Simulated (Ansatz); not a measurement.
Basis-set series for C2H9GaSi, SMILES `[CH3][Ga]([CH3])[SiH3]`. Total charge 0; spin multiplicity 1. All single points use the PBE0-D4/def2-TZVP geometry.

| functional | basis | functions | energy (Eh) | HOMO (eV) | LUMO (eV) |
| --- | --- | --- | --- | --- | --- |
| PBE0-D4 | def2-SVP | 123 | -2295.10249 | -7.07 | -1.36 |
| PBE0-D4 | def2-QZVPP | 543 | -2295.59876 | -7.09 | -1.43 |
| ωB97M-V | def2-SVP | 123 | -2295.37434 | -9.08 | 0.36 |
| ωB97M-V | def2-QZVPP | 543 | -2295.87567 | -9.12 | 0.17 |

(1) Give the rows for def2-TZVPP. (Estimate.)

Results:

(1) Ansatz gave: 
```json
{"functional": "PBE0-D4", "basis": "def2-TZVPP", "functions": "278", "energy (Eh)": "-2295.54094", "HOMO (eV)": "-7.09", "LUMO (eV)": "-1.41"}
{"functional": "ωB97M-V", "basis": "def2-TZVPP", "functions": "278", "energy (Eh)": "-2295.81964", "HOMO (eV)": "-9.11", "LUMO (eV)": "0.28"}
```

Positive LUMOs are unbound and depend on the basis. Scalar relativity is left out up to krypton.
